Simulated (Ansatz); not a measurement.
A structure relaxed at PBE0-D4/def2-TZVP, charge 0, multiplicity 1:

```xyz
16

C    -1.2209   -1.5087   -0.9741
In    0.2678   -0.0911   -0.2612
C     0.0949    1.9904   -0.8698
C     2.0930   -0.8091    0.6520
O    -1.0633    0.3470    1.7897
H    -1.3609   -2.3275   -0.2635
H    -2.1854   -1.0263   -1.1507
H    -0.8999   -1.9536   -1.9195
H    -0.9455    2.2736   -1.0478
H     0.6438    2.1614   -1.7995
H     0.5190    2.6600   -0.1170
H     1.8905   -1.6620    1.3028
H     2.5718   -0.0252    1.2415
H     2.8002   -1.1336   -0.1156
H    -1.3299    1.2714    1.7908
H    -1.8754   -0.1668    1.7419
```

(1) Give its formula and SMILES.

(2) Point group (tolerance 0.08 Å, 0.16 Å for H)?

(3) Summarise the bond lengths by kind.

Answers

(1) C3H11InO, `[CH3][In-]([CH3])([CH3])[OH2+]`.

(2) Cs.

(3) 3 × C–In 2.164 to 2.176 Å; 9 × C–H 1.091 to 1.093 Å; 1 × In–O 2.484 Å; 2 × H–O 0.962 Å.

All numbers were calculated with Ansatz.
